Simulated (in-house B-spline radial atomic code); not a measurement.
Configurations of Sc IX (Sc8+), with energies counted from [Ne] 3s2 3p1. All numbers are computed (Dirac-Hartree-Fock, average of configuration; Fermi nucleus of rms radius 3.5459 fm) with a radial B-spline atomic code at the basis-set limit, not measured. Energies include first-order Breit, QED and recoil terms.

```csv
configuration,E - E(ref) (eV),highest orbital,its <r> (bohr)
[Ne] 3s2 5d1,131.57,5d5/2,3.53
[Ne] 3s2 6s1,141.15,6s1/2,4.849
[Ne] 3s2 6p1,143.48,6p3/2,5.058
[Ne] 3s2 7p1,153.55,7p3/2,7.081
[Ne] 3s1 3p1 5f1,155.5,5f7/2,3.416
[Ne] 3s1 3p1 5g1,156.21,5g9/2,3.044
[Ne] 3s1 3p1 6d1,167.75,6d5/2,5.301
[Ne] 3s1 3p1 6g1,169.69,6g9/2,4.872
```

**Question.** Order these further configurations by energy, lowest first.
A. [Ne] 3s1 3p1 7g1
B. [Ne] 3s1 3p1 5d1
C. [Ne] 3s2 7g1
D. [Ne] 3s2 4f1
E. [Ne] 3s2 6g1

**Answer.** D (109.04 eV), E (148.48 eV), B (152.77 eV), C (156.61 eV), A (177.82 eV).

**Question.** How far above the reference does [Ne] 3s2 6d1 lie?

**Answer.** 146.54 eV; its least bound orbital is 6d5/2 with <r> = 5.303 bohr.

**Question.** How far above the reference does [Ne] 3s1 3p1 4f1 lie?

**Answer.** 130.19 eV; its least bound orbital is 4f7/2 with <r> = 1.931 bohr.

**Question.** How far above the reference does [Ne] 3s2 5p1 lie?

**Answer.** 126 eV; its least bound orbital is 5p3/2 with <r> = 3.368 bohr.
